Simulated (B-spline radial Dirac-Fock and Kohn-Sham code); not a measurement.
Binding energies of Cd⁴³⁺ at several levels of theory

System: cadmium as Cd⁴³⁺, [He] 2s2 2p1.

The density-functional columns are spherical, spin-unpolarised Dirac-Kohn-Sham results without Breit or QED terms: −ε is minus the orbital energy of the initial state and ΔSCF the difference of two total energies. The reference in the last column comes from ΔSCF Dirac-Fock with Breit, self-energy and vacuum polarisation, finite nucleus, configuration average. All numbers are from an atomic code on a B-spline grid, in eV; a selection of levels is shown. For the 1s level of heavy atoms much of the gap between ΔSCF and the reference is the Breit and QED part, -74.9 eV here; for other levels the error of the functional can be larger.

```tsv
level	LDA −ε	LDA ΔSCF	Dirac-Fock
K	30316.6	30690.7	30605.9
L1	7140.8	7231.8	7215.8
L2,3	6857.2	6963.9	6971.2
```

Values without a named source are computed, but for edge energies of neutral atoms, which are taken from tables.
